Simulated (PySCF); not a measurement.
# Working out the ionisation energy of Kr⁺

Kr⁺ [Ar] 3d10 4s2 4p5 (2P) → Kr²⁺ [Ar] 3d10 4s2 4p4 (3P). All numbers are calculated (PySCF 2.14, scalar relativity through the core potential, in cc-pVDZ-PP with ECP10MDF (4s3p2d, 23 functions)). Frozen: 3s2 3p6 3d10. Energies in hartree (1 hartree = 27.21139 eV):

| part | Kr⁺ (lower) | Kr²⁺ (upper) |
| --- | --- | --- |
| UHF | -461.696004 | -460.840966 |
| CCSD correlation | -0.106831 | -0.088015 |
| (T) | -0.000859 | -0.000742 |

**Question.** What does Hartree-Fock give?

**Answer.** (-460.840966) − (-461.696004) = 0.855038 hartree = 23.267 eV.

**Question.** What do CCSD and CCSD(T) give?

**Answer.** The CCSD correlation energies differ by 0.018816 hartree = 0.512 eV and the triples by 0.000117 hartree = 0.003 eV, so CCSD gives 23.779 eV and CCSD(T) 23.782 eV.

Reference: 24.360 eV (measured; NIST Atomic Spectra Database, ionization energies), between the lowest levels; spin-orbit coupling is absent from the calculation.

A double-zeta basis recovers only part of the correlation energy.

What remains against the reference includes basis incompleteness, the frozen core and higher excitations.
